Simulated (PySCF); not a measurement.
GeH2FCl, SMILES [F][GeH2][Cl]. The structure is a stationary point at B3LYP-D3(BJ)/def2-TZVP.

Question: Give the equilibrium geometry at B3LYP-D3(BJ)/def2-TZVP (PySCF confirms it by a frequency run) as a Z-matrix, and its point group. (The exact figures need the calculation; the answer reports its results.)

Answer: point group Cs.
```
Ge
F 1 1.7411
H 1 1.5291 2 106.95
H 1 1.5291 3 117.63 2 120.23
Cl 1 2.1508 3 109.14 4 124.99
```
